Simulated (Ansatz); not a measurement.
C2H6InN, SMILES [NH2][InH][CH]=C. Atoms are numbered in the order given.

```xyz
10

In    -0.5427     0.2651    -0.0779
H     -2.1225     0.9136    -0.2650
C      0.5218    -1.2238    -1.1989
C      1.6997    -1.7169    -0.7859
H      0.1051    -1.6152    -2.1374
H      2.2453    -2.4848    -1.3530
H      2.1841    -1.3854     0.1418
N      0.5169     0.9736     1.4967
H      0.1865     1.7007     2.1229
H      1.4852     0.7460     1.6984
```
Charge 0, spin multiplicity 1.

Geometry: r2SCAN-D4/def2-SVP. The structure was generated by enumeration; whether it is a known compound was not checked. The def2 effective core potentials stand for the cores of In; spin–orbit coupling is left out. The values are those of a single conformer.

Two levels are set side by side: PBE-D3(BJ)/def2-SVP (Ansatz, a quantum-chemistry and plane-wave program) and r2SCAN-D4/def2-SVP (Ansatz). Each level has its own optimised geometry; the coordinates shown are those of the second. Differences are taken from unrounded values.

```csv
quantity,r2SCAN-D4
mean bond length (Å),1.395
bond In1–C3 (Å),2.146
bond In1–N8 (Å),2.026
bond C3–C4 (Å),1.342
bond In1–H2 (Å),1.718
bond C3–H5 (Å),1.099
bond C4–H6 (Å),1.100
bond C4–H7 (Å),1.098
bond N8–H9 (Å),1.015
bond N8–H10 (Å),1.015
```

### Question
What does PBE-D3(BJ) give, and how far is it from r2SCAN-D4? (Estimate from the structure and the level; the computed values follow.)

### Answer

```json
[
 {"quantity": "mean bond length (Å)", "PBE-D3(BJ)": "1.405", "PBE-D3(BJ) minus r2SCAN-D4": "0.010"},
 {"quantity": "bond In1–C3 (Å)", "PBE-D3(BJ)": "2.158", "PBE-D3(BJ) minus r2SCAN-D4": "0.012"},
 {"quantity": "bond In1–N8 (Å)", "PBE-D3(BJ)": "2.044", "PBE-D3(BJ) minus r2SCAN-D4": "0.018"},
 {"quantity": "bond C3–C4 (Å)", "PBE-D3(BJ)": "1.348", "PBE-D3(BJ) minus r2SCAN-D4": "0.006"},
 {"quantity": "bond In1–H2 (Å)", "PBE-D3(BJ)": "1.733", "PBE-D3(BJ) minus r2SCAN-D4": "0.015"},
 {"quantity": "bond C3–H5 (Å)", "PBE-D3(BJ)": "1.105", "PBE-D3(BJ) minus r2SCAN-D4": "0.007"},
 {"quantity": "bond C4–H6 (Å)", "PBE-D3(BJ)": "1.107", "PBE-D3(BJ) minus r2SCAN-D4": "0.007"},
 {"quantity": "bond C4–H7 (Å)", "PBE-D3(BJ)": "1.105", "PBE-D3(BJ) minus r2SCAN-D4": "0.007"},
 {"quantity": "bond N8–H9 (Å)", "PBE-D3(BJ)": "1.022", "PBE-D3(BJ) minus r2SCAN-D4": "0.008"},
 {"quantity": "bond N8–H10 (Å)", "PBE-D3(BJ)": "1.023", "PBE-D3(BJ) minus r2SCAN-D4": "0.008"}
]
```

Here PBE gives about what the other level gives.
